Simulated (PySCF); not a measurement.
# What a mistake does to a calculation on BCl2 cation

These are calculations, not measurements. They come from PySCF 2.14.0, an open-source quantum chemistry program, on an isolated molecule that a program drew, which may never have been made. The molecule is BCl2 cation (charge +1, singlet), drawn as the SMILES string `Cl[B+]Cl`.

Each row is a Hartree-Fock (HF) and frozen-core CCSD(T) single point in the cc-pV(D+d)Z basis, meant for a local HF minimum. Run 1 is clean. Each other run has one planted mistake out of seven kinds, and not every kind appears here: one electron removed, one electron added, multiplicity raised by two, geometry at a saddle point, minimal basis STO-3G, one bond length entered in bohr, all coordinates scaled. The reference is restricted for singlets and unrestricted otherwise, and also for a bond in bohr. Adding or removing an electron swaps singlet and doublet. Electrons count all cores. HOMO and LUMO are orbital energies over both spins, the gradient is its largest component, and the lowest frequency (negative if imaginary) is given only where the gradient is small. Bond lengths are over the 2 bonds as drawn. T1 is the CCSD diagnostic: over 0.02 (restricted) or 0.045 (unrestricted) a single reference is doubtful.

Geometry of the clean run:
```xyz
3
BCl2 cation, angstrom
Cl   -2.7667    0.3024    1.8029
B    -1.7975    0.8342    0.6230
Cl   -0.8283    1.3661   -0.5568
```

| run | electrons | basis functions | <S^2> | HOMO (eV) | LUMO (eV) | gradient (hartree/bohr) | lowest frequency (cm^-1) | mean bond (Å) | longest bond (Å) | T1 | HF (hartree) | CCSD(T) (hartree) | mistake |
|---|---|---|---|---|---|---|---|---|---|---|---|---|---|
| 1 | 38 | 60 | 0.000 | -20.31 | -4.38 | 1.5e-05 | 336 | 1.6168 | 1.617 | 0.0162 | -943.45285 | -943.83434 | no fault |
| 2 | 38 | 60 | 0.000 | -20.50 | -3.47 | 1.3e-01 | - | 1.4713 | 1.471 | 0.0119 | -943.40910 | -943.78468 | all coordinates scaled |
| 3 | 39 | 60 | 0.766 | -6.29 | 2.79 | 4.8e-02 | - | 1.6168 | 1.617 | 0.0144 | -943.64878 | -944.02882 | one electron added |
| 4 | 37 | 60 | 0.914 | -26.35 | -17.95 | 1.4e-02 | - | 1.6168 | 1.617 | 0.0325 | -942.74821 | -943.12008 | one electron removed |
| 5 | 38 | 60 | 1.019 | -17.41 | -6.92 | 7.1e-03 | - | 2.3361 | 3.055 | 0.0224 | -943.28962 | -943.63040 | ? |

**Which mistake was planted in run 5, and what did it cost?**

The mean bond changes by a factor of 1.445 and the longest by 1.889, so the molecule wasn't scaled as a whole. A length L in bohr read as angstrom grows by (1/0.5292 - 1) L = 0.890 L. The 2 bonds together grew by 2 x 0.7193 = 1.439 Å, which gives L = 1.617 Å. That is the length of one of the B-Cl bonds, 1.617 Å in the clean geometry. So the mistake is: one bond length entered in bohr. Subtracting run 1 and multiplying by 627.51 kcal/mol a hartree, the energy moved by 102.4 kcal/mol in HF and 128.0 kcal/mol in CCSD(T).

